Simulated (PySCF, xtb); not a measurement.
Al(H)(vinyl)(OH) (C₂H₅AlO), SMILES C=[CH][AlH][OH].

GFN2-xTB (xtb 6.7.1) at its own geometry gives an orbital gap of 3.93 eV and a dipole moment of 1.50 D.

Geometry: PBE0-D3(BJ)/def2-SVP. One conformer was computed; it need not be the lowest.

Task: What does M06-2X/def2-TZVP (PySCF) give? (An estimate is asked for; the answer gives what the named calculation found.)

Result: gap 8.63 eV (levels -9.12 and -0.50 eV), dipole 0.55 D.
